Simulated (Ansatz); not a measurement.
Relaxed structures of AlHIBr, closed shell (PBE0-D4/def2-TZVP; forces vanish, vibrations not checked; lower isomers may exist, and structures with a doubtful reference or unclear bonds are left out; Å). Computed with Ansatz 0.2.0 (basis: def2-TZVPP); correlated methods freeze the cores. Filled d shells of the heavier atoms are correlated. Core potentials replace the inner electrons of the atoms past krypton. The def2 sets are not built for correlating such inner shells, so the correlated values are less sure here.

Rank them by CCSD(T) energy, lowest first, and give each one's height above the lowest. Links in brackets join atoms within 1.22 times the sum of their covalent radii (1.1 for two metals). (Judge from chemistry; the value comes from the calculation.)
A.
AlHIBr ([Br][AlH][I])
```
4
angstrom
Br -2.0932 0.0797 -0.6164
Al 0.0663 0.2008 -0.0168
I 1.2105 -1.8575 0.6805
H 0.8164 1.5770 -0.0473
```
B.
a complex of AlI + HBr
```
4
angstrom
Br -2.5098 0.9686 -0.7793
Al 0.6404 0.5145 -0.1424
I -0.1981 -1.8832 0.5228
H -2.1433 -0.3403 -0.2888
```
C.
a complex of AlBr + HI
```
4
angstrom
Br -1.5810 -1.0184 -0.3717
Al -0.0035 0.6961 -0.0306
I 2.1898 -1.9202 0.9168
H 0.7593 -2.5535 0.5203
```

By the calculation: A (0.0 kJ/mol), C (190.7 kJ/mol), B (201.1 kJ/mol). Heights count from the lowest.

T1 diagnostic: at most 0.009.

For scale, one of the runs: CCSD(T)/def2-TZVPP, 154 basis functions, launched by `ansatz run in.yaml --threads 2 --pin off --events-out ev --progress --plain --max-ram 4352MiB`. Hardware: 2 CPU threads of an Arm Neoverse V2, shared host. Wall time 49 s; peak host memory 1.2 GiB.
